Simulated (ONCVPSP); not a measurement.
What one change does to a pseudopotential (iron, ONCV)

Fe (Z = 26), optimised norm-conserving Vanderbilt (ONCV), made with ONCVPSP 4.0.1 (LDA (Perdew-Wang 92), scalar-relativistic). Core [Ar], reference 3d6 4s1 4p1. Waves: 4s: rc 2.30 bohr, ncon 4, nbas 7, qcut 3.6 1/bohr, 1 projector; 4p: rc 3.40 bohr, ncon 4, nbas 9, qcut 2 1/bohr, 2 projectors, debl 1.4 Ha; 3d: rc 1.25 bohr, ncon 4, nbas 9, qcut 13.8 1/bohr, 2 projectors, debl 3.5 Ha; f scattering state at 0.16 Ha: rc 3.70 bohr, ncon 4, nbas 8, qcut 3.3 1/bohr, 3 projectors, debl 3.6 Ha. Local part: polynomial inside 0.85 bohr (lpopt 1, dvloc0 6 Ha). Core correction: none.

All-electron outer shells of the reference configuration (LDA (PZ), scalar-relativistic, ld1.x):

| shell | level (eV) | outermost node (bohr) | outermost maximum (bohr) |
| --- | --- | --- | --- |
| 3s | -95.24 | 0.33 | 0.70 |
| 3p | -61.65 | 0.30 | 0.72 |
| 3d | -9.42 | – | 0.71 |
| 4s | -6.56 | 1.00 | 2.35 |
| 4p | -2.25 | 1.10 | 3.13 |

Change: d: qcut 19.6.

Cutoffs: the cutoffs (Ha) at which the residual kinetic energy of the hardest occupied pseudo-wave falls to 1 and 0.1 mHa per electron; they do not see the model core or the augmentation charge, which bear on the density cutoff. Errors are all-electron minus pseudo energies relative to the spin-unpolarised reference configuration.

**Question.** How do hardness, ghosts and transferability respond?

**Answer.** The potential gets harder (67 Ha and 76 Ha → 121 Ha and 138 Ha); both files keep a bound ghost (s); of the 3 tests that both files solve, the error grows in 0 and shrinks in 1 by more than 15 % and 0.3 meV (median size 5.4 → 5.0 meV). The waves are optimised to have the least kinetic energy above qcut, so the cutoff follows it (qcut²/2 in Ha).

```csv
quantity,base,changed
"cutoff, loose",67 Ha,121 Ha
"cutoff, tight",76 Ha,138 Ha
loose cutoff by channel,"s 4.8 Ha, p 1.3 Ha, d 67 Ha","s 4.8 Ha, p 1.3 Ha, d 121 Ha"
bound ghosts,s,s
GHOST(+) flags under 300 eV,"p at 44.5 eV, f at 208.1 eV","p at 44.5 eV, f at 208.1 eV"
tests with a reliable result,3 of 4,3 of 4
"error for 3d6 4s2 4p0, meV [ΔE -4.18 eV]",+5.4,+5.0
"error for 3d6 4s1 4p0, meV [ΔE 4.80 eV]",-3.5,-3.7
"error for 3d6 4s0 4p1, meV [ΔE 9.93 eV]",+6.8,+5.7
s: phases at 2.33 bohr within 0.05 rad from the reference energy up to (Ha; the scan ends near 5),1.5,1.5
p: phases at 3.44 bohr within 0.05 rad from the reference energy up to (Ha; the scan ends near 5),1.6,1.6
d: phases at 1.27 bohr within 0.05 rad from the reference energy up to (Ha; the scan ends near 5),to the end of the scan,to the end of the scan
f: phases at 3.75 bohr within 0.05 rad from the reference energy up to (Ha; the scan ends near 5),0.4,0.4
```

 A true bound ghost makes a file unfit for plane-wave use even where its test errors are small: the radial tests pick states by their node count and pass the ghost by.
